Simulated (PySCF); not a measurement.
Radial density of Al (aluminium, neutral)

r2SCAN, [Ne] 3s2 3p1, 2P determinant. All numbers are calculated (PySCF 2.14, no relativity, point nucleus, in pcseg-2 (5s4p2d1f, 34 functions)).

```csv
r (bohr),4πr²ρ (e/bohr),4πr²(ρα − ρβ)
0.00156,0.04145,0.0000
0.00263,0.1144,0.0000
0.00442,0.3081,0.0000
0.00744,0.8067,0.0000
0.0125,1.999,-0.0001
0.0211,4.534,-0.0001
0.0354,8.844,0.0000
0.0596,13.48,0.0008
0.100,13.97,0.0052
0.169,9.545,0.0190
0.283,9.782,0.0408
0.477,12.62,0.0351
0.802,6.410,-0.0005
1.35,1.404,0.0888
2.27,1.187,0.3004
3.82,0.5035,0.2295
6.42,0.04580,0.0339
10.8,0.0003699,0.0004
```
